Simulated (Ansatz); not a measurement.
`CC=[Se]` → `C=[Se]` + `[CH2]` (triplet) at 298.15 K and 1 bar (formal loss of a carbene).

Program: Ansatz. Geometries: PBE0-D4/def2-TZVP. ΔE: electronic, gas phase. CCSD(T)/CBS is the MP2 limit (def2-TZVPP, def2-QZVPP) plus CCSD(T) − MP2 in def2-TZVPP, frozen cores. This one scheme is used for every species. Triplets are unrestricted, without spin–orbit coupling. For Se outer-core shells are correlated without core-valence functions, which leaves a few kJ/mol of doubt a bond. Scalar relativity is left out up to krypton.

```json
{"species": "`CC=[Se]`", "CCSD(T)/CBS energy (Eh)": "-2479.18597", "H − E (kJ/mol)": "152.3", "S (J/(mol·K))": "284.3"}
{"species": "`C=[Se]`", "CCSD(T)/CBS energy (Eh)": "-2439.91603", "H − E (kJ/mol)": "73.7", "S (J/(mol·K))": "242.8"}
{"species": "`[CH2]` (triplet)", "CCSD(T)/CBS energy (Eh)": "-39.09499", "H − E (kJ/mol)": "55.4", "S (J/(mol·K))": "195.3"}
```

H − E and S are ideal-gas, rigid-rotor, harmonic terms from PBE0-D4/def2-TZVP, with the whole ground term of open shells counted as degenerate. 1 Eh = 2625.50 kJ/mol, R = 8.31446 J/(mol·K).

Question: By hand: ΔE, ΔH, ΔS and ΔG.

Answer: ΔE = (-2439.91603) + (-39.09499) − (-2479.18597) = 0.17495 Eh = 459.3 kJ/mol. Δ(H − E) = 73.7 + 55.4 − 152.3 = -23.2, so ΔH = 436.1 kJ/mol. ΔS = 242.8 + 195.3 − 284.3 = 153.8 J/(mol·K). ΔG = 436.1 − 298.15 × (153.8)/1000 = 390.2 kJ/mol.

Question: By hand: the equilibrium constant, and the temperature at which ΔG would vanish if ΔH and ΔS stayed fixed.

Answer: log₁₀ K = −ΔG/(RT ln 10) = -68.4. ΔG = 0 at ΔH/ΔS = 2836 K, far beyond where these terms or the molecules hold.

The number of gas molecules changes by +1, which sets the sign of ΔS. A doubt of 5 kJ/mol in ΔE shifts log₁₀ K by 0.9 here. A triplet takes part, so the spin changes. These are equilibria of isolated gas molecules and say nothing of rates. Largest T1 diagnostic: 0.016 (customary marks: 0.02 for closed shells, 0.045 for open ones).
